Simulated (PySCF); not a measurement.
# Ca (calcium, neutral) across methods

[Ar] 4p2, high-spin 3P determinant (an excited configuration). Computed with PySCF 2.14 in x2c-TZVPPall (6s5p3d, 36 functions), with scalar relativity by spin-free X2C-1e. The B2PLYP total includes its PT2 part (frozen core); its orbital energies are those of the SCF part.

```
 method  E (hartree)  mean ε 3p α (eV)  mean ε 3p β (eV)  mean ε 4p α (eV)  Σ⟨r²⟩ (bohr²)   ⟨S²⟩
    LDA     -678.407           -30.410           -30.296            -2.659          69.46  2.000
 B2PLYP     -680.063           -35.110           -34.962            -3.326          72.29  2.000
    UHF   -679.46637           -39.076           -38.878            -4.033          76.14  2.000
   PBE0     -680.105           -32.810           -32.680            -3.111          70.45  2.000
    PBE     -680.066           -30.360           -30.250            -2.679          69.32  2.000
wB97M-V     -680.217           -35.345           -35.224            -3.850          71.85  2.000
LC-wPBE     -680.116           -35.867           -35.775            -4.378          72.05  2.000
 r2SCAN     -680.243           -31.172           -31.098            -2.724          70.26  2.000
```
